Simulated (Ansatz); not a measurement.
Born–Oppenheimer molecular dynamics of C3H12Si3 (18 atoms, charge 0, multiplicity 1). It goes on from the last frame of an earlier run, with new velocities.

Theory: RKS PBE-D4/STO-3G (Ansatz 0.2.0).

| Item | Value |
| --- | --- |
| ensemble | NVT, Nosé–Hoover chain |
| time step | 0.25 fs |
| steps asked | 151 |
| set temperature | 400 K |
| thermostat | time constant 20 fs, chain length 1 |
| masses | H 3.016 u |
| seed | 750582 |

Frames 2.5 fs apart, positions in Å.

Velocities at 5.0 fs (Å/ps):

```
C 10.03 2.16 -0.37
C -1.46 3.02 -5.44
Si -1.73 -6.13 -0.32
Si -1.45 3.40 -2.87
Si 3.74 2.56 0.80
C -4.96 -4.79 4.84
H -0.36 -2.51 3.94
H -3.07 -4.23 0.84
H -26.39 1.27 28.21
H -4.88 -9.92 2.28
H 13.33 3.03 3.79
H 5.12 -10.01 -3.73
H 5.92 8.06 -1.12
H -2.43 12.67 7.33
H -2.20 -0.77 1.91
H -6.34 -0.80 -10.23
H 5.84 5.99 -1.61
H -4.15 -2.70 -5.56
```

```xyz
18
Properties=species:S:1:pos:R:3 time_fs=5.0 energy_less_start_eV=0.162 T=322
C -2.927 -0.417 -0.259
C -1.884 0.431 -0.444
Si -0.327 0.224 0.607
Si 0.352 2.142 1.614
Si 1.541 -0.176 -0.663
C 2.049 -2.069 -0.704
H -2.943 -1.256 0.399
H -3.859 -0.334 -0.797
H -2.042 1.353 -0.997
H -0.518 -0.924 1.477
H 1.359 2.784 0.705
H 0.965 1.860 2.896
H -0.694 3.163 1.837
H 2.620 0.608 -0.068
H 1.361 0.212 -2.003
H 1.351 -2.679 -0.192
H 1.942 -2.377 -1.756
H 2.995 -2.275 -0.237
18
Properties=species:S:1:pos:R:3 time_fs=7.5 energy_less_start_eV=0.195 T=308
C -2.902 -0.409 -0.263
C -1.887 0.436 -0.453
Si -0.331 0.209 0.605
Si 0.348 2.152 1.606
Si 1.550 -0.171 -0.659
C 2.035 -2.075 -0.695
H -2.938 -1.273 0.416
H -3.872 -0.340 -0.799
H -2.108 1.364 -0.937
H -0.532 -0.947 1.484
H 1.386 2.787 0.722
H 0.979 1.836 2.887
H -0.677 3.179 1.834
H 2.614 0.639 -0.052
H 1.355 0.215 -2.010
H 1.320 -2.690 -0.205
H 1.965 -2.364 -1.760
H 2.997 -2.283 -0.252
18
Properties=species:S:1:pos:R:3 time_fs=10.0 energy_less_start_eV=0.209 T=305
C -2.885 -0.405 -0.268
C -1.887 0.437 -0.450
Si -0.333 0.196 0.601
Si 0.345 2.162 1.598
Si 1.560 -0.171 -0.652
C 2.017 -2.069 -0.693
H -2.919 -1.295 0.435
H -3.883 -0.337 -0.800
H -2.171 1.393 -0.901
H -0.547 -0.964 1.492
H 1.399 2.782 0.752
H 0.993 1.814 2.876
H -0.657 3.189 1.831
H 2.608 0.664 -0.042
H 1.348 0.228 -2.035
H 1.265 -2.715 -0.199
H 2.001 -2.354 -1.761
H 3.017 -2.293 -0.268
18
Properties=species:S:1:pos:R:3 time_fs=12.5 energy_less_start_eV=0.329 T=253
C -2.883 -0.413 -0.274
C -1.880 0.441 -0.439
Si -0.334 0.184 0.596
Si 0.343 2.171 1.589
Si 1.568 -0.173 -0.644
C 1.999 -2.059 -0.692
H -2.885 -1.306 0.439
H -3.879 -0.325 -0.794
H -2.222 1.426 -0.883
H -0.564 -0.972 1.498
H 1.400 2.771 0.790
H 1.002 1.797 2.859
H -0.640 3.198 1.829
H 2.601 0.683 -0.039
H 1.343 0.244 -2.061
H 1.211 -2.735 -0.189
H 2.042 -2.348 -1.760
H 3.032 -2.301 -0.286
18
Properties=species:S:1:pos:R:3 time_fs=15.0 energy_less_start_eV=0.421 T=217
C -2.893 -0.431 -0.276
C -1.874 0.452 -0.423
Si -0.332 0.174 0.591
Si 0.341 2.177 1.582
Si 1.575 -0.178 -0.636
C 1.981 -2.049 -0.689
H -2.841 -1.302 0.422
H -3.863 -0.308 -0.780
H -2.251 1.444 -0.871
H -0.581 -0.967 1.499
H 1.400 2.760 0.826
H 1.005 1.786 2.836
H -0.629 3.209 1.829
H 2.595 0.694 -0.042
H 1.344 0.259 -2.071
H 1.181 -2.734 -0.190
H 2.082 -2.344 -1.757
H 3.025 -2.305 -0.306
18
Properties=species:S:1:pos:R:3 time_fs=17.5 energy_less_start_eV=0.421 T=227
C -2.902 -0.451 -0.277
C -1.877 0.467 -0.405
Si -0.329 0.168 0.585
Si 0.339 2.180 1.576
Si 1.580 -0.183 -0.630
C 1.966 -2.045 -0.686
H -2.793 -1.297 0.391
H -3.851 -0.287 -0.765
H -2.252 1.437 -0.859
H -0.598 -0.953 1.496
H 1.408 2.755 0.850
H 1.002 1.780 2.809
H -0.627 3.225 1.833
H 2.590 0.696 -0.049
H 1.351 0.269 -2.058
H 1.180 -2.708 -0.206
H 2.111 -2.341 -1.750
H 2.992 -2.302 -0.321
18
Properties=species:S:1:pos:R:3 time_fs=20.0 energy_less_start_eV=0.354 T=274
C -2.901 -0.463 -0.279
C -1.893 0.479 -0.384
Si -0.323 0.165 0.578
Si 0.335 2.179 1.571
Si 1.583 -0.189 -0.627
C 1.956 -2.043 -0.685
H -2.744 -1.311 0.359
H -3.857 -0.266 -0.754
H -2.229 1.416 -0.850
H -0.615 -0.931 1.493
H 1.427 2.760 0.859
H 0.994 1.778 2.787
H -0.629 3.241 1.838
H 2.591 0.691 -0.058
H 1.364 0.274 -2.021
H 1.197 -2.667 -0.232
H 2.124 -2.338 -1.741
H 2.945 -2.296 -0.322
18
Properties=species:S:1:pos:R:3 time_fs=22.5 energy_less_start_eV=0.285 T=328
C -2.890 -0.462 -0.282
C -1.919 0.481 -0.358
Si -0.315 0.167 0.571
Si 0.331 2.176 1.566
Si 1.583 -0.195 -0.624
C 1.952 -2.037 -0.692
H -2.699 -1.350 0.331
H -3.879 -0.251 -0.743
H -2.190 1.399 -0.849
H -0.631 -0.907 1.491
H 1.454 2.772 0.854
H 0.985 1.779 2.777
H -0.634 3.254 1.844
H 2.599 0.679 -0.068
H 1.380 0.277 -1.971
H 1.207 -2.634 -0.253
H 2.120 -2.335 -1.732
H 2.906 -2.290 -0.296
18
Properties=species:S:1:pos:R:3 time_fs=25.0 energy_less_start_eV=0.236 T=379
C -2.877 -0.455 -0.286
C -1.946 0.475 -0.328
Si -0.307 0.173 0.563
Si 0.325 2.171 1.561
Si 1.580 -0.202 -0.622
C 1.955 -2.025 -0.708
H -2.662 -1.402 0.298
H -3.900 -0.247 -0.727
H -2.145 1.401 -0.862
H -0.644 -0.884 1.495
H 1.476 2.785 0.842
H 0.975 1.780 2.782
H -0.637 3.259 1.849
H 2.614 0.660 -0.075
H 1.397 0.282 -1.928
H 1.189 -2.622 -0.259
H 2.100 -2.334 -1.734
H 2.891 -2.289 -0.242
18
Properties=species:S:1:pos:R:3 time_fs=27.5 energy_less_start_eV=0.296 T=379
C -2.873 -0.454 -0.289
C -1.963 0.471 -0.295
Si -0.299 0.185 0.555
Si 0.320 2.166 1.555
Si 1.577 -0.210 -0.617
C 1.963 -2.010 -0.727
H -2.639 -1.442 0.249
H -3.906 -0.258 -0.702
H -2.099 1.416 -0.881
H -0.654 -0.862 1.504
H 1.483 2.793 0.829
H 0.965 1.781 2.800
H -0.636 3.252 1.851
H 2.635 0.634 -0.078
H 1.410 0.296 -1.909
H 1.152 -2.624 -0.257
H 2.074 -2.338 -1.753
H 2.890 -2.289 -0.171
18
Properties=species:S:1:pos:R:3 time_fs=30.0 energy_less_start_eV=0.317 T=400
C -2.882 -0.467 -0.288
C -1.964 0.478 -0.266
Si -0.291 0.200 0.547
Si 0.317 2.161 1.549
Si 1.573 -0.217 -0.611
C 1.972 -2.001 -0.739
H -2.634 -1.462 0.183
H -3.898 -0.283 -0.672
H -2.055 1.425 -0.891
H -0.656 -0.840 1.517
H 1.469 2.793 0.821
H 0.952 1.784 2.825
H -0.633 3.234 1.850
H 2.660 0.600 -0.077
H 1.418 0.320 -1.920
H 1.121 -2.620 -0.263
H 2.049 -2.347 -1.786
H 2.884 -2.285 -0.103
18
Properties=species:S:1:pos:R:3 time_fs=32.5 energy_less_start_eV=0.370 T=406
C -2.896 -0.488 -0.284
C -1.953 0.495 -0.244
Si -0.286 0.217 0.541
Si 0.317 2.156 1.544
Si 1.569 -0.222 -0.605
C 1.981 -2.005 -0.742
H -2.644 -1.469 0.110
H -3.891 -0.318 -0.645
H -2.019 1.419 -0.883
H -0.648 -0.814 1.531
H 1.436 2.786 0.817
H 0.932 1.790 2.846
H -0.632 3.209 1.845
H 2.685 0.558 -0.071
H 1.422 0.350 -1.949
H 1.111 -2.599 -0.284
H 2.031 -2.357 -1.816
H 2.860 -2.275 -0.059
```

Of the whole run (38 fs, mean temperature of the second half 364 K): The conserved energy stayed within 0.018 meV per atom of its start (net change 0.018 meV per atom), so the integration is sound. A run of 0.038 ps of so small a system gives no equilibrium averages. Limits of this set-up: minimal basis.

The run took 10 min on 1 CPU thread of a shared host.
